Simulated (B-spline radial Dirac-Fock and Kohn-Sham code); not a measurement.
## How the settings move the core levels of Os⁺

ΔSCF core binding energies without Breit or QED terms, calculated with a radial B-spline solver. Keys: rel is the Hamiltonian (dirac, or spin-free x2c and nr, where L3 and M5 stand for the whole 2p and 3d shells), method is hf or an exchange,correlation pair (spin-unpolarised, also for the hole states), nuc the nuclear model, radius_factor scales its radius, rmax is the box in bohr, h the logarithmic mesh step, order the B-spline order, points the quadrature points per cell, c_factor scales the speed of light, and damp, ndamp, maxit and tol steer the iteration. The run stops when the commutator error falls below 10·tol·max(1, Z/10), or the numerical noise floor, and the energy has settled to about 1e-8 Ha; the virial ratio is −V/T.

Base input:

```json
{"items": [{"Z": 76, "q": 1, "cfg": [[1, 0, 2], [2, 0, 2], [2, 1, 6], [3, 0, 2], [3, 1, 6], [3, 2, 10], [4, 0, 2], [4, 1, 6], [4, 2, 10], [4, 3, 14], [5, 0, 2], [5, 1, 6], [5, 2, 6], [6, 0, 1]], "A": 192, "rrms": 5.4126, "do": "settings", "holes": ["K", "L3", "M5"],
  "settings": [{"rel": "dirac", "method": "hf", "nuc": "fermi", "radius_factor": 1.0, "rmax": 45.0, "h": 0.3, "order": 8, "points": 10, "c_factor": 1.0, "maxit": 60, "damp": 0.5, "ndamp": 3, "tol": 1e-08}]}]}
```

The ground state converged in 10 iterations, with total energy -17270.76437 Ha, virial ratio 1.88167 and highest orbital energy -15.42 eV. ΔSCF binding energies: K (1s) 74268.7 eV, L3 (2p3/2) 10921.8 eV, M5 (3d5/2) 1983.0 eV.

Changes from the base run:

```csv
changed setting,Δ total energy (Ha),Δ K (eV),Δ L3 (eV),Δ M5 (eV),iterations
h = 0.22,-0.00011,0.00,0.00,0.00,10
c_factor = 0.9,?,?,?,?,?
rel = "x2c"; nuc = "sphere"; c_factor = 0.9,-252.77753,+1779.50,+585.38,+23.32,10
rel = "x2c",+20.96767,-83.13,+454.96,+28.75,10
radius_factor = 0.5,-2.15454,+23.83,-0.14,-0.03,10
rmax = 60.0,0.00000,0.00,0.00,0.00,10
rel = "x2c"; h = 0.22; c_factor = 0.9,-252.78776,+1779.61,+585.38,+23.32,10
```

Task: What does the change c_factor = 0.9 do?

Result: The total energy moves by -285.65182 Ha and the binding energies by K +1880.22 eV, L3 +8.04 eV, M5 -12.50 eV; the run takes 10 iterations.
